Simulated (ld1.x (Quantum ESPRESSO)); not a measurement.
## PBE RRKJ dataset for palladium (Pd), scalar-relativistic all-electron reference.

ld1.x (Quantum ESPRESSO) 7.5 was run on this input:

```
&input
   title='Pd', zed=46., rel=1, dft='PBE', iswitch=3,
   config='[Kr] 4d10 5s0 5p0',
   nld=3, rlderiv=2.30, eminld=-8.0, emaxld=5.0, deld=0.04
 /
 &inputp
   pseudotype=2, tm=.false., lloc=0,
   nlcc=.false.,
   file_pseudopw='Pd.UPF', file_wfcaegen='ae.wfc', file_wfcncgen='nc.wfc', file_beta='beta', file_chi='chi'
 /
3
4P  2  1   6.00   0.00  1.70  1.70  0.0
4D  3  2  10.00   0.00  2.10  2.10  0.0
4S  1  0   2.00   0.00  1.50  1.50  0.0
 &test
   configts(1)='4s2 4p6 4d10 5s0 5p0'
 /
```

Command:

```bash
ld1.x < Pd.in > Pd.out
```

Output (shortened: banner, matrices, multipoles, cross overlaps and the repeated all-electron block are left out):

```
Program LD1 v.7.5
     --------------------------- All-electron run ----------------------------

     Pd
     scalar relativistic calculation

     atomic number is 46.00
     dft =PBE   lsd =0 sic =0 latt =0  beta=0.20 tr2=1.0E-14
     Exchange-correlation= PBE
                           (   1   4   3   4   0   0   0)
     mesh =1235 r(mesh) =  99.12271 a.u. xmin = -7.00 dx = 0.01250
     1 Ry =  13.60569312 eV, c = 137.03599908

     n l     nl                  e(Ry)          e(Ha)          e(eV)
     1 0     1S 1( 2.00)     -1776.1962      -888.0981    -24166.3802
     2 0     2S 1( 2.00)      -259.3229      -129.6615     -3528.2678
     2 1     2P 1( 6.00)      -232.4914      -116.2457     -3163.2072
     3 0     3S 1( 2.00)       -46.7496       -23.3748      -636.0611
     3 1     3P 1( 6.00)       -37.9302       -18.9651      -516.0664
     4 0     4S 1( 2.00)        -6.2717        -3.1359       -85.3312
     4 1     4P 1( 6.00)        -3.7630        -1.8815       -51.1986
     3 2     3D 1(10.00)       -23.9242       -11.9621      -325.5048
     4 2     4D 1(10.00)        -0.2975        -0.1487        -4.0476
     5 0     5S 1( 0.00)        -0.2441        -0.1221        -3.3218
     5 1     5P 1( 0.00)        -0.0230        -0.0115        -0.3132

     final scf error:  7.7E-16 reached in  27 iterations

     Etot =  -10091.788518 Ry,   -5045.894259 Ha, -137305.777636 eV

     Ekin =   10467.765978 Ry,    5233.882989 Ha,  142421.211579 eV
     Encl =  -24386.667587 Ry,  -12193.333794 Ha, -331797.515482 eV
     Eh   =    4114.946448 Ry,    2057.473224 Ha,   55986.698584 eV
     Exc  =    -287.833356 Ry,    -143.916678 Ha,   -3916.172318 eV

     normalization and overlap integrals

     s(1S/1S) =  1.000000  <r> =   0.0319  <r2> =    0.0014  r(max) =   0.0207
     s(2S/2S) =  1.000000  <r> =   0.1383  <r2> =    0.0226  r(max) =   0.1175
     s(2P/2P) =  1.000000  <r> =   0.1206  <r2> =    0.0178  r(max) =   0.0938
     s(3S/3S) =  1.000000  <r> =   0.3793  <r2> =    0.1646  r(max) =   0.3401
     s(3P/3P) =  1.000000  <r> =   0.3787  <r2> =    0.1666  r(max) =   0.3358
     s(4S/4S) =  1.000000  <r> =   0.9469  <r2> =    1.0171  r(max) =   0.8469
     s(4P/4P) =  1.000000  <r> =   1.0444  <r2> =    1.2533  r(max) =   0.9129
     s(3D/3D) =  1.000000  <r> =   0.3576  <r2> =    0.1526  r(max) =   0.2819
     s(4D/4D) =  1.000000  <r> =   1.5904  <r2> =    3.2563  r(max) =   1.1012
     s(5S/5S) =  1.000000  <r> =   3.4552  <r2> =   14.0373  r(max) =   2.6748
     s(5P/5P) =  1.000000  <r> =   6.4137  <r2> =   52.0723  r(max) =   4.5216

     ------------------------ End of All-electron run ------------------------

     --------------------- Generating NC pseudopotential ---------------------

      Generating local pot.: lloc=0, matching radius rcloc =   1.5000

      Wfc   4P  rcut= 1.684  Estimated cut-off energy=       64.99 Ry
      This function has    0 nodes for 0 < r <    1.684

      Wfc   4D  rcut= 2.109  Estimated cut-off energy=       52.88 Ry
      This function has    0 nodes for 0 < r <    2.109

     ------------------- End of pseudopotential generation -------------------

     Computing logarithmic derivative in   2.28789
     Computing logarithmic derivative in   2.28789
     Computing the partial wave expansion
       no projector for channel:   0
     R is outside the sphere for l=    1 j= 0.00
     R is outside the sphere for l=    2 j= 0.00

     ---------------------- Testing the pseudopotential ----------------------

     Pd
     scalar relativistic calculation

     atomic number is 46.00   valence charge is 18.00
     dft =PBE   lsd =0 sic =0 latt =0  beta=0.20 tr2=1.0E-14
     mesh =1235 r(mesh) =  99.12271 xmin = -7.00 dx = 0.01250

     n l     nl             e AE (Ry)        e PS (Ry)    De AE-PS (Ry)
     1 0     4S   1( 2.00)       -6.27173       -6.27173       -0.00000
     2 1     4P   1( 6.00)       -3.76303       -3.76303       -0.00000
     3 2     4D   1(10.00)       -0.29749       -0.29749        0.00000
     2 0     5S   1( 0.00)       -0.24415       -0.31592        0.07177  !
     3 1     5P   1( 0.00)       -0.02302       -0.02930        0.00628  !

     eps = 8.8E-15  iter = 28

     Etot =  -10091.788518 Ry,   -5045.894259 Ha, -137305.777636 eV
     Etotps =  -252.427021 Ry,    -126.213511 Ha,   -3434.444586 eV

     Ekin =      87.265735 Ry,      43.632868 Ha,    1187.310812 eV
     Encl =    -528.668891 Ry,    -264.334446 Ha,   -7192.906699 eV
     Ehrt =     221.883923 Ry,     110.941961 Ha,    3018.884559 eV
     Ecxc =     -24.935294 Ry,     -12.467647 Ha,    -339.261957 eV
     Epseu=      -7.972494 Ry,      -3.986247 Ha,    -108.471301 eV

     ---------------------- End of pseudopotential test ----------------------
```

Generation and configuration tests took about 2.7 s on one core of a shared server CPU.

Transferability test of the new file with ld1.x, input:

```
&input
   title='Pd', zed=46., rel=1, dft='PBE', iswitch=2,
   config='[Kr] 4d10 5s0 5p0'
 /
 &test
   file_pseudo='Pd.UPF', nconf=8,
   configts(1)='4s2 4p6 4d10 5s0 5p0',
   configts(2)='4s2 4p6 4d9 5s0 5p0',
   configts(3)='4s2 4p6 4d8 5s0 5p0',
   configts(4)='4s2 4p6 4d7 5s0 5p0',
   configts(5)='4s1 4p6 4d10 5s0 5p0',
   configts(6)='4s2 4p6 4d8 5s1 5p0',
   configts(7)='4s2 4p6 4d9 5s1 5p0',
   configts(8)='4s2 4p6 4d6 5s0 5p0'
 /
```

```bash
ld1.x < Pd.test.in > Pd.test.out
```

Pseudopotential blocks of its output, shortened (energy terms left out):

```
     ---------------------- Testing the pseudopotential ----------------------

     n l     nl             e AE (Ry)        e PS (Ry)    De AE-PS (Ry)
     1 0     4S   1( 2.00)       -6.27173       -6.27173       -0.00000
     2 1     4P   1( 6.00)       -3.76303       -3.76303       -0.00000
     3 2     4D   1(10.00)       -0.29749       -0.29749        0.00000
     2 0     5S   1( 0.00)       -0.24415       -0.31592        0.07177  !
     3 1     5P   1( 0.00)       -0.02302       -0.02930        0.00628  !

     eps = 1.5E-15  iter = 23

     Etot =  -10091.788518 Ry,   -5045.894259 Ha, -137305.777636 eV
     Etotps =  -252.427020 Ry,    -126.213510 Ha,   -3434.444571 eV

     ---------------------- End of pseudopotential test ----------------------

          ---------------------- Testing the pseudopotential ----------------------

     n l     nl             e AE (Ry)        e PS (Ry)    De AE-PS (Ry)
     1 0     4S   1( 2.00)       -7.10592       -7.10447       -0.00145
     2 1     4P   1( 6.00)       -4.59111       -4.59054       -0.00057
     3 2     4D   1( 9.00)       -1.07411       -1.07368       -0.00043
     2 0     5S   1( 0.00)       -0.81158       -0.92633        0.11475  !
     3 1     5P   1( 0.00)       -0.45944       -0.48638        0.02694  !

     eps = 3.1E-15  iter = 23

     Etot =  -10091.118567 Ry,   -5045.559283 Ha, -137296.662487 eV
     Etotps =  -251.757189 Ry,    -125.878594 Ha,   -3425.331050 eV
     dEtot_ae =       0.669951 Ry
     dEtot_ps =       0.669831 Ry,   Delta E=       0.000120 Ry

     ---------------------- End of pseudopotential test ----------------------

          ---------------------- Testing the pseudopotential ----------------------

     n l     nl             e AE (Ry)        e PS (Ry)    De AE-PS (Ry)
     1 0     4S   1( 2.00)       -8.12019       -8.11452       -0.00568  !
     2 1     4P   1( 6.00)       -5.59285       -5.58979       -0.00306
     3 2     4D   1( 8.00)       -2.00839       -2.00473       -0.00366
     2 0     5S   1( 0.00)       -1.48819       -1.65638        0.16819  !
     3 1     5P   1( 0.00)       -1.03472       -1.09078        0.05606  !

     eps = 1.2E-15  iter = 19

     Etot =  -10089.588436 Ry,   -5044.794218 Ha, -137275.843995 eV
     Etotps =  -250.228657 Ry,    -125.114329 Ha,   -3404.534319 eV
     dEtot_ae =       2.200082 Ry
     dEtot_ps =       2.198363 Ry,   Delta E=       0.001719 Ry

     ---------------------- End of pseudopotential test ----------------------

          ---------------------- Testing the pseudopotential ----------------------

     n l     nl             e AE (Ry)        e PS (Ry)    De AE-PS (Ry)
     1 0     4S   1( 2.00)       -9.26640       -9.25097       -0.01543  !
     2 1     4P   1( 6.00)       -6.72078       -6.71060       -0.01018  !
     3 2     4D   1( 7.00)       -3.06040       -3.04737       -0.01303  !
     2 0     5S   1( 0.00)       -2.24747       -2.48056        0.23308  !
     3 1     5P   1( 0.00)       -1.70442       -1.80050        0.09608  !

     eps = 3.0E-15  iter = 26

     Etot =  -10087.063043 Ry,   -5043.531521 Ha, -137241.484272 eV
     Etotps =  -247.710720 Ry,    -123.855360 Ha,   -3370.276039 eV
     dEtot_ae =       4.725475 Ry
     dEtot_ps =       4.716300 Ry,   Delta E=       0.009175 Ry

     ---------------------- End of pseudopotential test ----------------------

          ---------------------- Testing the pseudopotential ----------------------

     n l     nl             e AE (Ry)        e PS (Ry)    De AE-PS (Ry)
     1 0     4S   1( 1.00)       -7.23603       -7.27972        0.04369  !
     2 1     4P   1( 6.00)       -4.70517       -4.73933        0.03415  !
     3 2     4D   1(10.00)       -1.14341       -1.14220       -0.00121
     2 0     5S   1( 0.00)       -0.81761       -0.94865        0.13104  !
     3 1     5P   1( 0.00)       -0.46027       -0.49299        0.03272  !

     eps = 9.8E-15  iter = 22

     Etot =  -10085.058427 Ry,   -5042.529214 Ha, -137214.210087 eV
     Etotps =  -245.672689 Ry,    -122.836344 Ha,   -3342.547211 eV
     dEtot_ae =       6.730091 Ry
     dEtot_ps =       6.754331 Ry,   Delta E=      -0.024241 Ry

     ---------------------- End of pseudopotential test ----------------------

          ---------------------- Testing the pseudopotential ----------------------

     n l     nl             e AE (Ry)        e PS (Ry)    De AE-PS (Ry)
     1 0     4S   1( 2.00)       -7.41999       -7.34243       -0.07757  !
     2 1     4P   1( 6.00)       -4.89225       -4.82183       -0.07042  !
     3 2     4D   1( 8.00)       -1.32086       -1.26485       -0.05600  !
     2 0     5S   1( 1.00)       -0.91525       -1.02156        0.10632  !
     3 1     5P   1( 0.00)       -0.53025       -0.54392        0.01367  !

     eps = 3.3E-15  iter = 26

     Etot =  -10090.785992 Ry,   -5045.392996 Ha, -137292.137578 eV
     Etotps =  -251.562358 Ry,    -125.781179 Ha,   -3422.680249 eV
     dEtot_ae =       1.002526 Ry
     dEtot_ps =       0.864662 Ry,   Delta E=       0.137864 Ry

     ---------------------- End of pseudopotential test ----------------------

          ---------------------- Testing the pseudopotential ----------------------

     n l     nl             e AE (Ry)        e PS (Ry)    De AE-PS (Ry)
     1 0     4S   1( 2.00)       -6.52055       -6.46268       -0.05787  !
     2 1     4P   1( 6.00)       -4.00332       -3.94931       -0.05401  !
     3 2     4D   1( 9.00)       -0.49149       -0.44762       -0.04387  !
     2 0     5S   1( 1.00)       -0.32005       -0.38330        0.06326  !
     3 1     5P   1( 0.00)       -0.05823       -0.05380       -0.00444

     eps = 6.6E-15  iter = 20

     Etot =  -10091.678207 Ry,   -5045.839103 Ha, -137304.276774 eV
     Etotps =  -252.405214 Ry,    -126.202607 Ha,   -3434.147879 eV
     dEtot_ae =       0.110311 Ry
     dEtot_ps =       0.021806 Ry,   Delta E=       0.088505 Ry

     ---------------------- End of pseudopotential test ----------------------

          ---------------------- Testing the pseudopotential ----------------------

     n l     nl             e AE (Ry)        e PS (Ry)    De AE-PS (Ry)
     1 0     4S   1( 2.00)      -10.51819      -10.48482       -0.03338  !
     2 1     4P   1( 6.00)       -7.94944       -7.92489       -0.02455  !
     3 2     4D   1( 6.00)       -4.20893       -4.17703       -0.03190  !
     2 0     5S   1( 0.00)       -3.07584       -3.38519        0.30935  !
     3 1     5P   1( 0.00)       -2.45090       -2.59884        0.14794  !

     eps = 3.3E-15  iter = 20

     Etot =  -10083.436205 Ry,   -5041.718103 Ha, -137192.138636 eV
     Etotps =  -244.104998 Ry,    -122.052499 Ha,   -3321.217687 eV
     dEtot_ae =       8.352312 Ry
     dEtot_ps =       8.322022 Ry,   Delta E=       0.030290 Ry

     ---------------------- End of pseudopotential test ----------------------
```
